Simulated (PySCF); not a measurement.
## Exercise with solution: chemical shift, span and skew from a shielding tensor

B(F)(SH)2 (BFH₂S₂), SMILES FB(S)S. Atoms are numbered in the order given.

```xyz
6

B      0.0000     0.0000    -0.3697
F      0.0000     0.0000    -1.7013
S      0.0000    -1.6232     0.4299
H      0.0000    -1.1894     1.7022
S      0.0000     1.6232     0.4299
H      0.0000     1.1894     1.7022
```

Geometry optimised at ωB97X-D3(BJ)/def2-SVP. One conformer was computed; it need not be the lowest.

GIAO shieldings from B3LYP/pcSseg-2 run with PySCF, non-relativistic, no solvent. The symmetric part of the tensor of F2 has the principal values 94.4, 147.5, 442.7 ppm. The same nucleus in CFCl3 has σ = 159.6 ppm at this level (PySCF, at its B3LYP-D3(BJ)/def2-TZVP geometry).

Task: Work out the isotropic shielding, the ¹⁹F shift against CFCl3, the span and the skew.

Result: 
σ(iso) = (σ11 + σ22 + σ33)/3 = 228.2 ppm. δ = σ(ref) − σ(iso) = 159.6 − (228.2) = -68.6 ppm.
Span Ω = σ33 − σ11 = 348.3 ppm. Skew κ = 3(σ(iso) − σ22)/Ω = 0.70. Tumbling in solution averages the tensor to δ; in a static solid the shielding alone would spread this spin-1/2 line over Ω.
